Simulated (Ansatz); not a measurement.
Several settings on one geometry of tetramethylammonium trifluoroacetate, `C[N+](C)(C)C.O=C([O-])C(F)(F)F` (that of the charge 0 singlet, PBE0-D4/def2-SVP). Ansatz on 6 threads of Arm Neoverse N1 on a shared host; times are rough.

```xyz
24

C    -1.4202   -0.3592    0.8381
N    -0.2556    0.4386    1.3269
C     0.9773   -0.4038    1.2632
C    -0.4885    0.8839    2.7194
C    -0.0875    1.6191    0.4272
H    -1.4853   -1.2834    1.4259
H    -2.3309    0.2390    0.9730
H    -1.2500   -0.5550   -0.2375
H     1.1581   -0.7188    0.2075
H     1.8197    0.1949    1.6340
H     0.8294   -1.2773    1.9115
H    -1.3936    1.5035    2.7573
H    -0.6146    0.0034    3.3624
H     0.3757    1.4684    3.0601
H    -0.9567    2.2779    0.5533
H    -0.0510    1.2339   -0.6087
H     0.8316    2.1484    0.7081
O    -0.4796   -0.1233   -1.9953
C     0.5309   -0.7991   -2.2851
O     1.4487   -1.1977   -1.5560
C     0.6694   -1.2169   -3.7720
F     1.8416   -0.8126   -4.2750
F     0.6215   -2.5503   -3.8919
F    -0.2908   -0.7136   -4.5464
```

Totals from different functionals, basis sets or treatments of relativity can't be compared as stabilities.

The 6-31G sets use Cartesian d functions. HSE06 is defined as in plane-wave codes, on full-range PBE exchange.

The spins typed aren't always the lowest for that charge.

Question: Give the basis size and estimate the energy, ⟨S²⟩ and time of these runs.

```json
{"run": "1", "method": "RKS BLYP-D3(BJ)/aug-cc-pVDZ", "charge": "0", "state": "singlet", "further keys": "scf: {omitted_lower_state_checks: [starts]}"}
{"run": "2", "method": "RKS ωB97X-V/6-31++G**", "charge": "0", "state": "singlet", "further keys": "fitting: {mean_field: cc-pVTZ-jkfit}; scf: {omitted_lower_state_checks: [starts]}"}
{"run": "3", "method": "UKS HSE06/aug-cc-pVDZ", "charge": "1", "state": "doublet", "further keys": "scf: {lower_state_search: full}; forces asked"}
```

Answer: 
```csv
run,functions,energy (Eh),⟨S²⟩,wall time
1,384,-740.5124,–,16 s
2,300,-740.3953,–,32 s
3,384,-739.5367,0.76,7.1 min
```
